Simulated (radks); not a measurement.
Values are calculated unless marked as measured or tabulated.
Polarisability of the nickel ion Ni+, [Ar] 3d9, at imaginary frequency. Level of theory: scalar-relativistic Kohn-Sham, PBE, spin-polarised, spherical densities, finite nucleus; open shells are filled with parallel spins first; Fermi nuclear charge, rms radius 3.7757 fm (a radial shooting solver on a logarithmic mesh with Libxc functionals). Response by self-consistent Sternheimer equations with the Hartree and adiabatic LDA kernel, the relativistic mass of each level held fixed and spin-orbit coupling left out.

w (hartree)  alpha1(iw) (bohr^3)
0.00266                    9.612
0.0143                     9.594
0.0360                     9.497
0.0697                     9.201
0.118                      8.562
0.186                      7.525
0.280                      6.233
0.413                      4.927
0.605                      3.752
0.892                      2.734
1.35                       1.866
2.12                       1.151
3.59                      0.6020
6.94                      0.2350
17.5                     0.05173

Static values: alpha1 = 9.612 bohr^3 (1.424 angstrom^3; uncoupled 12.98). C6 = 33.66, triple-dipole C9 = 206.7 atomic units. One-pole (London) frequency 4 C6 / (3 alpha1^2) = 0.486 hartree, against 0.459 for minus the highest occupied eigenvalue.
